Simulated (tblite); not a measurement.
Compound: C4H16GeSi2.
Atom-mapped SMILES: `[CH3:1][CH:2]([CH3:3])[Ge@H:4]([CH3:5])[SiH2:6][SiH3:7]` (hydrogens: H8, H9, H10 on C1; H11 on C2; H12, H13, H14 on C3; H15 on Ge4; H16, H17, H18 on C5; H19, H20 on Si6; H21, H22, H23 on Si7)

Computed with GFN2-xTB (tblite), gas phase: L-BFGS steps from a force-field or distance-geometry start until the largest atomic force falls under 0.01 eV/Å.

Step 8: E = -600.6702 eV
```
atom  x, y, z in Å  |  force x, y, z in eV/Å
C1     -1.5015    1.7742   -0.7227   -0.065  -0.028  -0.011
C2     -1.7298    0.2558   -0.5873   -0.177   0.195   0.094
C3     -2.4834    0.0073    0.7232    0.077   0.032  -0.010
Ge4     0.0469   -0.7089   -0.5321   -0.145  -0.175   0.037
C5     -0.1590   -2.3488    0.6007   -0.055   0.020   0.174
Si6     1.6044    0.8004    0.3705   -0.204   0.140   0.107
Si7     3.7561    0.1196    0.0165    0.246   0.016   0.056
H8     -1.4123    2.1973    0.2832    0.111   0.002  -0.259
H9     -0.5905    2.0200   -1.2780   -0.205  -0.148   0.028
H10    -2.3223    2.2909   -1.2279   -0.038  -0.233   0.124
H11    -2.3351   -0.1140   -1.4214    0.053   0.103   0.025
H12    -3.3871    0.6265    0.7789    0.197  -0.197   0.003
H13    -1.8213    0.2698    1.5525   -0.172   0.073   0.024
H14    -2.7595   -1.0416    0.8622   -0.089   0.202  -0.202
H15     0.3885   -1.2174   -1.9446   -0.075   0.099   0.082
H16    -1.2030   -2.4717    0.8848    0.064  -0.147  -0.185
H17     0.3690   -2.1868    1.5415    0.125  -0.114  -0.120
H18     0.1936   -3.2810    0.1507   -0.046   0.340   0.074
H19     1.3892    2.1454   -0.1976    0.080  -0.101   0.107
H20     1.2353    0.9463    1.7956    0.076   0.014  -0.111
H21     4.3648    0.9216   -1.0499    0.085  -0.068   0.064
H22     4.5192    0.3116    1.2561    0.093  -0.073  -0.144
H23     3.8333   -1.2892   -0.3876    0.063   0.047   0.043
```

Step 9: E = -600.6937 eV
```
atom  x, y, z in Å  |  force x, y, z in eV/Å
C1     -1.5077    1.7852   -0.7309   -0.066  -0.197  -0.021
C2     -1.7451    0.2667   -0.5855    0.006   0.072   0.084
C3     -2.4891    0.0064    0.7303    0.073   0.041  -0.129
Ge4     0.0400   -0.7029   -0.5252   -0.131  -0.200   0.071
C5     -0.1557   -2.3567    0.6065   -0.066   0.167   0.047
Si6     1.6101    0.8055    0.3759   -0.133   0.020   0.034
Si7     3.7700    0.1188    0.0214    0.099   0.033   0.035
H8     -1.4025    2.2088    0.2717    0.107   0.024  -0.232
H9     -0.6000    2.0167   -1.3015   -0.263  -0.140   0.072
H10    -2.3340    2.2989   -1.2278   -0.037  -0.190   0.112
H11    -2.3402   -0.1168   -1.4251    0.061   0.180   0.136
H12    -3.3939    0.6169    0.7865    0.098  -0.085   0.039
H13    -1.8290    0.2691    1.5643   -0.214  -0.002  -0.068
H14    -2.7738   -1.0441    0.8489    0.008   0.238  -0.140
H15     0.3777   -1.2159   -1.9388   -0.068   0.110   0.080
H16    -1.2023   -2.4831    0.8748    0.064  -0.136  -0.090
H17     0.3784   -2.1976    1.5422    0.068  -0.092  -0.055
H18     0.1988   -3.2835    0.1547   -0.006   0.269  -0.001
H19     1.3921    2.1495   -0.1847    0.076  -0.050   0.064
H20     1.2315    0.9534    1.7941    0.079   0.010  -0.036
H21     4.3810    0.9124   -1.0468    0.089  -0.027   0.032
H22     4.5437    0.3063    1.2508    0.106  -0.061  -0.079
H23     3.8453   -1.2869   -0.3887    0.049   0.016   0.047
```

Step 10: E = -600.7129 eV
```
atom  x, y, z in Å  |  force x, y, z in eV/Å
C1     -1.5143    1.7905   -0.7376   -0.054  -0.258  -0.016
C2     -1.7567    0.2761   -0.5826    0.170  -0.071   0.051
C3     -2.4927    0.0067    0.7334    0.037   0.048  -0.166
Ge4     0.0321   -0.7015   -0.5183   -0.083  -0.125   0.087
C5     -0.1540   -2.3600    0.6118   -0.055   0.236  -0.051
Si6     1.6124    0.8094    0.3806   -0.033  -0.121  -0.050
Si7     3.7825    0.1189    0.0260   -0.064   0.042   0.004
H8     -1.3925    2.2186    0.2581    0.098   0.050  -0.140
H9     -0.6124    2.0113   -1.3191   -0.231  -0.122   0.042
H10    -2.3442    2.3016   -1.2257   -0.080  -0.138   0.075
H11    -2.3432   -0.1155   -1.4253    0.035   0.203   0.171
H12    -3.3977    0.6078    0.7933   -0.038   0.051   0.048
H13    -1.8391    0.2685    1.5726   -0.186  -0.045  -0.096
H14    -2.7849   -1.0419    0.8355    0.070   0.171  -0.085
H15     0.3677   -1.2126   -1.9326   -0.061   0.104   0.067
H16    -1.2008   -2.4949    0.8654    0.018  -0.116   0.011
H17     0.3872   -2.2078    1.5420    0.020  -0.052   0.024
H18     0.2028   -3.2802    0.1577    0.046   0.165  -0.093
H19     1.3959    2.1519   -0.1732    0.064   0.012   0.018
H20     1.2299    0.9593    1.7925    0.069   0.008   0.052
H21     4.3958    0.9047   -1.0437    0.093   0.011   0.002
H22     4.5656    0.3008    1.2452    0.127  -0.046  -0.005
H23     3.8558   -1.2848   -0.3885    0.037  -0.006   0.051
```

Step 11: E = -600.7302 eV
```
atom  x, y, z in Å  |  force x, y, z in eV/Å
C1     -1.5217    1.7909   -0.7438   -0.030  -0.205   0.005
C2     -1.7638    0.2830   -0.5790    0.257  -0.174   0.021
C3     -2.4961    0.0084    0.7329   -0.033   0.053  -0.124
Ge4     0.0237   -0.7024   -0.5104   -0.012   0.000   0.076
C5     -0.1530   -2.3594    0.6155   -0.032   0.201  -0.091
Si6     1.6136    0.8109    0.3841    0.043  -0.209  -0.101
Si7     3.7932    0.1197    0.0303   -0.167   0.040  -0.019
H8     -1.3814    2.2284    0.2424    0.083   0.060  -0.029
H9     -0.6284    2.0042   -1.3348   -0.138  -0.098  -0.039
H10    -2.3547    2.3017   -1.2222   -0.133  -0.109   0.039
H11    -2.3454   -0.1104   -1.4219   -0.006   0.168   0.134
H12    -3.4021    0.6006    0.8007   -0.145   0.168   0.022
H13    -1.8522    0.2665    1.5780   -0.109  -0.056  -0.073
H14    -2.7935   -1.0366    0.8219    0.094   0.046  -0.042
H15     0.3573   -1.2076   -1.9256   -0.054   0.089   0.048
H16    -1.1987   -2.5077    0.8573   -0.032  -0.087   0.096
H17     0.3948   -2.2182    1.5420   -0.029  -0.003   0.083
H18     0.2074   -3.2738    0.1587    0.090   0.084  -0.175
H19     1.4007    2.1545   -0.1622    0.052   0.044  -0.019
H20     1.2297    0.9649    1.7921    0.064   0.001   0.110
H21     4.4112    0.8978   -1.0410    0.086   0.037  -0.015
H22     4.5883    0.2949    1.2399    0.127  -0.033   0.041
H23     3.8662   -1.2830   -0.3875    0.024  -0.016   0.054
```

Q: Estimate the geometry and energy of step 12. (The exact step hangs on the optimiser's Hessian estimate; all steps are aligned on step 11, rigid shifts and turns removed.)

A: E = -600.7463 eV, largest force 0.302 eV/Å
```
atom  x, y, z in Å  |  force x, y, z in eV/Å
C1     -1.5301    1.7882   -0.7497    0.008  -0.069   0.032
C2     -1.7664    0.2867   -0.5746    0.232  -0.193   0.009
C3     -2.5011    0.0114    0.7301   -0.119   0.045  -0.032
Ge4     0.0157   -0.7033   -0.5013    0.065   0.119   0.040
C5     -0.1521   -2.3564    0.6176   -0.011   0.078  -0.072
Si6     1.6154    0.8090    0.3860    0.071  -0.201  -0.094
Si7     3.8018    0.1211    0.0343   -0.169   0.030  -0.024
H8     -1.3687    2.2393    0.2255    0.062   0.046   0.057
H9     -0.6474    1.9953   -1.3520   -0.032  -0.071  -0.134
H10    -2.3674    2.3002   -1.2178   -0.162  -0.117   0.024
H11    -2.3478   -0.1023   -1.4158   -0.041   0.089   0.053
H12    -3.4093    0.5966    0.8087   -0.182   0.233  -0.036
H13    -1.8675    0.2629    1.5817   -0.018  -0.044  -0.025
H14    -2.8001   -1.0307    0.8077    0.084  -0.081  -0.008
H15     0.3457   -1.2010   -1.9174   -0.046   0.072   0.028
H16    -1.1965   -2.5220    0.8513   -0.050  -0.050   0.151
H17     0.4010   -2.2287    1.5431   -0.083   0.043   0.098
H18     0.2137   -3.2656    0.1565    0.112   0.055  -0.227
H19     1.4065    2.1578   -0.1514    0.047   0.026  -0.040
H20     1.2307    0.9706    1.7936    0.073  -0.016   0.113
H21     4.4285    0.8915   -1.0384    0.061   0.046  -0.011
H22     4.6136    0.2883    1.2353    0.090  -0.025   0.040
H23     3.8773   -1.2817   -0.3855    0.009  -0.016   0.057
```

The energy changes by -0.0161 eV. The first-order estimate −F·Δx gives -0.0223 eV and the mean of the old and new forces, exact on a quadratic surface, -0.0161 eV. The step makes an angle of 66° with the force vector and moves no atom by more than 0.027 Å.

What follows is the cost of the whole relaxation. Hardware: Arm Neoverse V1, one thread, no GPU, shared host. Cost: 1.9 s of wall time.
